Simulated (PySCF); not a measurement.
**He (helium, neutral) across methods**

1s1 2s1, high-spin 3S determinant (an excited configuration). Calculation: PySCF 2.14, in aug-cc-pV5Z (6s5p4d3f2g, 80 functions); no relativity, point nucleus.

```tsv
method	E (hartree)	mean ε 1s α (eV)	mean ε 2s α (eV)	Σ⟨r²⟩ (bohr²)	⟨S²⟩
PW91	-2.1787	-34.238	-2.744	19.27	2.000
M06-2X	-2.1712	-39.759	-3.562	18.63	2.000
LDA	-2.1182	-33.247	-2.639	19.31	2.000
r2SCANh	-2.1742	-36.449	-2.937	19.31	2.000
PBE	-2.1750	-34.127	-2.734	19.31	2.000
UHF	-2.17182	-46.723	-4.677	19.26	2.000
PBEsol	-2.1467	-33.647	-2.668	19.48	2.000
r2SCAN	-2.1740	-35.319	-2.736	19.34	2.000
PBE0	-2.1772	-37.317	-3.293	19.33	2.000
```

The outer electron is Rydberg-like, and this basis confines it to a smaller radius and binds it less than a complete one would.
